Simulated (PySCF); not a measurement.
Bi(Et)(TeH)2, SMILES [TeH][Bi]([CH2]C)[TeH] (PBE0/def2-SVP optimised geometry):

```
12

Bi     0.399     1.133     0.000
C      0.429    -1.138    -0.345
C      1.832    -1.710    -0.280
H     -0.035    -1.276    -1.334
H     -0.237    -1.584     0.408
H      2.293    -1.544     0.707
H      2.497    -1.267    -1.039
H      1.820    -2.798    -0.458
Te     1.023     0.967     2.809
H      0.055    -0.372     3.017
Te    -2.467     1.133     0.000
H     -2.497     2.798     0.000
```

Method: PBE0/def2-TZVP, def2 effective core potentials past Kr run with PySCF 2.14.0.

Task: What are the frontier orbital energies and the dipole moment?

Result: HOMO-2 -7.26 eV, HOMO-1 -6.36 eV, HOMO -6.08 eV, LUMO -1.98 eV, LUMO+1 -1.38 eV; dipole moment 2.24 D.

On the same geometry PBE/def2-TZVP, def2 effective core potentials past Kr in PySCF 2.14.0 gives HOMO-2 -6.30 eV, HOMO-1 -5.39 eV, HOMO -5.12 eV, LUMO -2.60 eV, LUMO+1 -2.03 eV; dipole moment 2.11 D.
